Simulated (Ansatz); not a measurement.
`N=[CH][Ga]([F])[F]` + `[NH2][GaH2]` → `[F][Ga]([F])[NH][GaH2]` + `C=N` at 298.15 K and 1 bar (ligand exchange at a Ga–C bond).

Isolated molecules relaxed with PBE0-D4/def2-TZVP in Ansatz; ΔE leaves out vibrations. CBS: MP2 limit from def2 TZ/QZ plus the TZ coupled-cluster correction, frozen cores. This one scheme is used for every species. For Ga outer-core shells are correlated without core-valence functions, which leaves a few kJ/mol of doubt a bond. Scalar relativity is left out up to krypton. One conformer a species, not always the lowest.

| species | CCSD(T)/CBS energy (Eh) | H − E (kJ/mol) | S (J/(mol·K)) |
| --- | --- | --- | --- |
| `N=[CH][Ga]([F])[F]` | -2217.53635 | 112.0 | 346.1 |
| `[NH2][GaH2]` | -1981.05479 | 115.2 | 263.8 |
| `[F][Ga]([F])[NH][GaH2]` | -4104.09173 | 112.0 | 383.6 |
| `C=N` | -94.52360 | 115.3 | 227.0 |

H − E and S are ideal-gas, rigid-rotor, harmonic terms from PBE0-D4/def2-TZVP, for one conformer and one mirror image of each species. 1 Eh = 2625.50 kJ/mol, R = 8.31446 J/(mol·K).

Task: By hand: ΔE, ΔH, ΔS and ΔG.

Result: ΔE = (-4104.09173) + (-94.52360) − (-2217.53635) − (-1981.05479) = -0.02419 Eh = -63.5 kJ/mol. Δ(H − E) = 112.0 + 115.3 − 112.0 − 115.2 = 0.1, so ΔH = -63.4 kJ/mol. ΔS = 383.6 + 227.0 − 346.1 − 263.8 = 0.7 J/(mol·K). ΔG = -63.4 − 298.15 × (0.7)/1000 = -63.6 kJ/mol.

Task: By hand: the equilibrium constant, and the temperature at which ΔG would vanish if ΔH and ΔS stayed fixed.

Result: log₁₀ K = −ΔG/(RT ln 10) = 11.1. ΔH and −TΔS have one sign here, so there is no such temperature. One of them is within its doubt of zero, so this could turn.

The number of gas molecules stays the same, so ΔS is small and ΔH decides. A doubt of 5 kJ/mol in ΔE shifts log₁₀ K by 0.9 here. Other conformers and mirror images would add mixing entropy, several J/(mol·K) or more a flexible species. These are equilibria of isolated gas molecules and say nothing of rates. Largest T1 diagnostic: 0.015 (customary marks: 0.02 for closed shells, 0.045 for open ones).
